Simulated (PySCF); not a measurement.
W(NH)2(F)(OSiH3) (FH5N2OSiW), SMILES [NH]=[W](=[NH])([F])[O][SiH3], multiplicity 1. The structure is a stationary point at PBE-D3(BJ)/def2-SVP. The spin state was assumed, not searched. The def2 effective core potentials stand for the cores of W; spin–orbit coupling is left out. The values are those of a single conformer.

**Question.** Give the equilibrium geometry at PBE-D3(BJ)/def2-SVP (PySCF confirms it by a frequency run) as bond lengths and angles, and its point group. (An estimate is asked for; the answer gives what the named calculation found.)

**Answer.** One answer among several that fit: point group Cs.
Atoms: W1 N2 H3 N4 H5 F6 O7 Si8 H9 H10 H11. Bonded distances (Å): W1–N2 1.763, W1–N4 1.763, W1–F6 1.896, W1–O7 1.901, N2–H3 1.023, N4–H5 1.023, O7–Si8 1.686, Si8–H9 1.503, Si8–H10 1.503, Si8–H11 1.501. Angles (°): N2–W1–N4 109.3, N2–W1–F6 108.2, N2–W1–O7 107.6, N4–W1–F6 108.2, N4–W1–O7 107.6, F6–W1–O7 115.8, W1–N2–H3 155.8, W1–N4–H5 155.8, W1–O7–Si8 151.2, O7–Si8–H9 109.6, O7–Si8–H10 109.6, O7–Si8–H11 107.7, H9–Si8–H10 109.6, H9–Si8–H11 110.2, H10–Si8–H11 110.2.
Charge 0, spin multiplicity 1.
